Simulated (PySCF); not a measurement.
# Bond curve of TeF

Set-up: PySCF, scalar-relativistic core potentials, basis sets Te cc-pVDZ-PP with ECP28, F cc-pVDZ. Energies in eV from Te + F in their ground configurations at the same level. State: ²Π (doublet), unpaired electrons π ↑.

```csv
R (Å),UHF-CCSD
1.755,-1.887
1.833,-2.329
1.891,-2.486
1.950,-2.533
2.009,-2.497
2.087,-2.359
2.184,-2.094
2.301,-1.696
```

**Question.** Put a parabola through the three lowest points of the UHF-CCSD curve and estimate Re, k and ωe (reduced mass 16.57 u; 1 eV/Å² = 0.16022 mdyn/Å; ωe = 1302.8·√(k/μ) cm⁻¹).

**Answer.** Through R = 1.891, 1.95, 2.009 Å the second-order coefficient is 11.9 eV/Å², so Re ≈ 1.954 Å, k ≈ 3.82 mdyn/Å and ωe ≈ 626 cm⁻¹. A polynomial fit of higher order to the unrounded UHF-CCSD energies gives Re = 1.951 Å, k = 3.81 mdyn/Å, ωe = 624 cm⁻¹; anharmonicity and rounding make the difference.

The higher-order fit for each curve: UHF-CCSD: Re = 1.951 Å, ωe = 624 cm⁻¹, De = 2.53 eV.

Correlated steps freeze 5 core orbitals. Correlated levels converge slowly with the basis: in double zeta they bind strong bonds too weakly, by up to about 1 eV, and carry superposition errors of some tenths. These are scalar-relativistic numbers at best; spin–orbit coupling would shift them, the dissociation energy most. The state was picked by a PBE0 search and need not be the measured ground state.
